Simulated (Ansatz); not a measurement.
Stepwise reaction of `C[N]=[Mo](=[O])([OH])[OH]` with hydrogen chloride, as a gas-phase model of exchange steps in deposition or etching. ΔE in kJ/mol; ΔG adds harmonic PBE0-D4 terms to CCSD(T)/CBS, at 1 bar.

Computed with Ansatz on PBE0-D4/def2-TZVP structures; ΔE is electronic, products minus reactants. CBS: MP2 limit from def2 TZ/QZ plus the TZ coupled-cluster correction, frozen cores. This one scheme is used for every species. DFT in def2-TZVPP. B3LYP here is the variant with VWN-RPA as its local correlation; programs differ in this. Elements past krypton have def2 core potentials. For Mo outer-core shells are correlated without core-valence functions, which leaves a few kJ/mol of doubt a bond. One conformer a species, not always the lowest.

```tsv
step	reaction	PBE-D4	B3LYP-D4	ωB97M-V	CCSD(T)/CBS	ΔG(600 K)
1	`C[N]=[Mo](=[O])([OH])[OH]` + HCl → `C[N]=[Mo](=[O])([OH])[Cl]` + H₂O	-36.0	-35.4	-33.6	-43.8	-40.9
2	`C[N]=[Mo](=[O])([OH])[Cl]` + HCl → `C[N]=[Mo](=[O])([Cl])[Cl]` + H₂O	-42.0	-42.2	-40.4	-50.8	-46.2
```

**Question.** By hand: ΔE of the 2 steps together at CCSD(T)/CBS.

**Answer.** (-43.8) + (-50.8) = -94.6 kJ/mol, or -47.3 kJ/mol a step.

In ΔE each step is lower than the one before. All are downhill at CCSD(T)/CBS. ΔG lies between -46.2 and -40.9 kJ/mol a step. PBE-D4 differs from CCSD(T)/CBS by 7.8 to 8.8 kJ/mol a step. Only this route is followed, and other bonds may react first. Isolated molecules leave out the surface, adducts and barriers. Largest T1 diagnostic: 0.022.
